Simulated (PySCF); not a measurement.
OP, SMILES [P]=O, multiplicity 2.

Geometry: PBE0-D3(BJ)/def2-TZVPD.

Level of theory: ωB97X/def2-TZVPD in PySCF.

Gas-phase values at a fixed geometry.

### Question
Estimate the frontier levels, dipole moment. (Estimate from the structure and the level; the computed values follow.)

### Answer

```
Quantity                                                           Value
-----------------------------------------------  -----------------------
α spin, highest occupied and lowest empty level       -8.15 and -1.10 eV
β spin, highest occupied and lowest empty level      -12.97 and -0.86 eV
dipole moment                                                     2.09 D
⟨S²⟩                                             0.756 (pure state 0.75)
```
